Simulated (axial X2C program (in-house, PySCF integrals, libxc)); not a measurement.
Results of a calculation; reference values are marked as such.
**ZrAs: input and output**

Program: an in-house all-electron X2C program for linear molecules (integrals from PySCF).

Input file and command:
```json
{"zs": [40, 33], "q": 0, "bas": ["dyall-v3z", "dyall-v3z"], "levels": ["PBE0", "HF", "B3LYP", "BLYP"], "cc": false, "r0": 2.75, "npts": 10, "nst": 2, "ntry": 6}
```
```bash
python so2c.py task.json out
```

Keys: zs atomic numbers; q charge; bas basis sets; levels methods; cc coupled cluster on or off; r0 starting distance in Å; npts points on the curve; nst determinants followed; ntry starts of the search. HF also brings MP2.

Output of the B3LYP step, 2c, at R = 2.343 Å for the state Ω = 5/2. It starts from PBE0 orbitals of this distance.

```
two-component X2C + atomic mean field  B3LYP
basis functions 211  fitting functions 1220  grid points 5800
iter        total energy     max residual
   1      -5857.141029377     4.23e-02
   2      -5857.143309805     3.38e-03
   3      -5857.141117790     1.03e-02
   4      -5857.143345201     4.59e-03
   5      -5857.143780320     1.26e-03
   6      -5857.143842612     6.29e-04
   7      -5857.143883964     4.23e-04
   8      -5857.143934305     2.41e-04
   9      -5857.143945960     6.81e-05
  10      -5857.143947538     5.36e-05
  11      -5857.143947993     2.92e-05
  12      -5857.143948146     1.00e-05
  13      -5857.143948178     3.62e-06
  14      -5857.143948181     1.31e-06
  15      -5857.143948181     3.69e-07
converged
one-electron -8707.24982767  Coulomb 2753.96663444  exact exchange -39.11104497  xc functional -160.47522957  nuclear repulsion 298.12800615  atomic mean-field constant -2.40248656
```
Energies are in hartree; totals compare only within one Hamiltonian and basis. The determinant is spin-polarised beyond a pure state at some levels (its spin-free form has ⟨S²⟩ too high), which makes Re and μ there less reliable.
